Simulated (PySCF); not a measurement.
**Diatomics of Bi with the fourth-period p block**

CCSD(T) with double-zeta basis sets in PySCF, for the lowest determinant that a PBE0 search found; no spin–orbit coupling. De refers to high-spin ground-configuration atoms.

```
 M       basis  reference, frozen orbitals  state (unpaired electrons)  Re (Å)  ωe (cm⁻¹)  De (eV)
Ga  cc-pVDZ-PP                      UHF, 8              triplet (π ↑↑)   2.890        152     1.24
Ge  cc-pVDZ-PP                      UHF, 8               doublet (π ↑)   2.577        229     1.82
Br    def2-SVP                     UHF, 13              triplet (π ↑↑)   2.640        220     2.09
```

The shortest bond is that of GeBi (2.577 Å), the longest that of GaBi (2.890 Å). BiBr is bound most strongly (2.09 eV) and GaBi least (1.24 eV).

The rows differ in basis set, which adds steps of its own.

The state changes along the series, so neighbouring rows are not always alike in their bonding.

Correlated steps freeze the inner cores (8 to 13 orbitals); shallow outer-core shells are correlated. Correlated levels converge slowly with the basis: in double zeta they bind strong bonds too weakly, by up to about 1 eV, and carry superposition errors of some tenths. These are scalar-relativistic numbers at best; spin–orbit coupling would shift them, the dissociation energy most. States were picked by a PBE0 search and need not be the measured ground states.
